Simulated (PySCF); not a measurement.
**Correlation energy of Br(3+) (bromine, charge +3)**

[Ar] 3d10 4s2 4p2, high-spin 3P determinant. All numbers are calculated (PySCF 2.14, no relativity, point nucleus, in def2-TZVP). Frozen: [Ar] 3d10; 4 electrons correlated.

MP2 pair energies summed by pair of shells (mhartree):

| pair | energy | share (%) |
| --- | --- | --- |
| 4s-4p | -38.04 | 63.1 |
| 4s-4s | -16.31 | 27.0 |
| 4p-4p | -5.96 | 9.9 |

Total MP2 correlation energy: -60.30 mhartree.

Same-spin part -9.60 and opposite-spin part -50.70 mhartree; SCS-MP2 scales them by 1/3 and 6/5 to -64.05 mhartree.

| level | correlation energy (mhartree) |
| --- | --- |
| CCSD | -77.12 |
| (T) | -1.48 |
| CCSD(T) | -78.60 |

Diagnostics: T1 = 0.0059, D1 = 0.0158, largest double amplitude 0.096.

Task: Is a single reference adequate?

Result: Mostly. T1 lies below 0.03, but a double amplitude of this size points to a near-degeneracy that CCSD handles and MP2 describes poorly.
